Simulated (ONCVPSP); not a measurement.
**u(r) = r·R(r): atom against pseudo-atom (Ne)**

Columns: radius, all-electron u(r) and pseudo u(r) of the 2s shell (level -77.99 eV) of neon in the configuration [He] 2s2 2p4; BLYP, scalar-relativistic, ONCV scheme, ONCVPSP 4.0.1.

| r (bohr) | all-electron | pseudo |
| --- | --- | --- |
| 0.055 | -0.4760 | 0.0792 |
| 0.110 | -0.4758 | 0.1693 |
| 0.165 | -0.2653 | 0.2715 |
| 0.220 | 0.0162 | 0.3812 |
| 0.275 | 0.2978 | 0.4985 |
| 0.330 | 0.5469 | 0.6284 |
| 0.385 | 0.7506 | 0.7695 |
| 0.440 | 0.9066 | 0.9058 |
| 0.495 | 1.0174 | 1.0159 |
| 0.550 | 1.0885 | 1.0883 |
| 0.605 | 1.1265 | 1.1265 |
| 0.660 | 1.1375 | 1.1375 |
| 0.715 | 1.1274 | 1.1274 |
| 0.770 | 1.1010 | 1.1010 |
| 0.825 | 1.0627 | 1.0627 |
| 0.880 | 1.0159 | 1.0159 |
| 0.935 | 0.9635 | 0.9635 |
| 0.990 | 0.9077 | 0.9077 |
| 1.045 | 0.8504 | 0.8504 |
| 1.100 | 0.7928 | 0.7928 |
| 1.155 | 0.7360 | 0.7360 |
| 1.210 | 0.6807 | 0.6807 |
| 1.265 | 0.6276 | 0.6276 |
| 1.320 | 0.5770 | 0.5770 |
| 1.375 | 0.5291 | 0.5291 |
| 1.430 | 0.4841 | 0.4841 |

How many radial nodes do the two functions have?

The all-electron 2s function has n − l − 1 = 1; the pseudo-wave has 0, since the states of the same l below it are removed with the core.

At about which radius was the pseudo-wave matched?

0.60 bohr, where the columns begin to agree (steps of 0.06 bohr).

Is the pseudo-wave norm-conserving?

Yes: the ONCV scheme keeps the norm inside the radius equal to the all-electron one, which fixes the energy derivative of the logarithmic derivative at the level.
